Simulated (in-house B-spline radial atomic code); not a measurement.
Configurations of the niobium ion Nb⁺, with energies counted from [Kr] 4d4. Method: scalar-relativistic (X2C) HSE06, spin-polarised, spherical fractional occupations, exact exchange averaged over the configuration, Fermi nucleus of rms radius 4.324 fm. Calculated with a radial B-spline atomic code at the basis-set limit. Shells without spins written out take the highest spin.

Occupations are held fixed; configurations that lie above the ionisation limit could autoionise.

```json
{"configuration": "[Kr] 4d3 5s1", "E - E(ref) (eV)": "0.68258", "highest orbital": "5s up", "its <r> (bohr)": "3.232"}
{"configuration": "[Kr] 4d3 4f1", "E - E(ref) (eV)": "11.077", "highest orbital": "4f up", "its <r> (bohr)": "8.305"}
{"configuration": "[Ar] 3d10 4s2 4p5 4d4 5s1", "E - E(ref) (eV)": "30.485", "highest orbital": "5s up", "its <r> (bohr)": "3.17"}
{"configuration": "[Ar] 3d10 4s2 4p5 4d4 5p1", "E - E(ref) (eV)": "34.81", "highest orbital": "5p up", "its <r> (bohr)": "3.916"}
{"configuration": "[Ar] 3d9 4s2 4p6 4d4 4f1", "E - E(ref) (eV)": "213.43", "highest orbital": "4f up", "its <r> (bohr)": "8.306"}
```

Q: Order these further configurations by energy, lowest first.
A. [Ar] 3d10 4s2 4p5 4d4 5f1
B. [Ar] 3d10 4s2 4p5 4d4 4f1
C. [Ar] 3d10 4s2 4p5 4d5
D. [Ar] 3d9 4s2 4p6 4d5
E. [Ar] 3d9 4s2 4p6 4d4 5s1

A: C (28.774 eV), B (41.23 eV), A (42.387 eV), D (200.57 eV), E (202.62 eV).
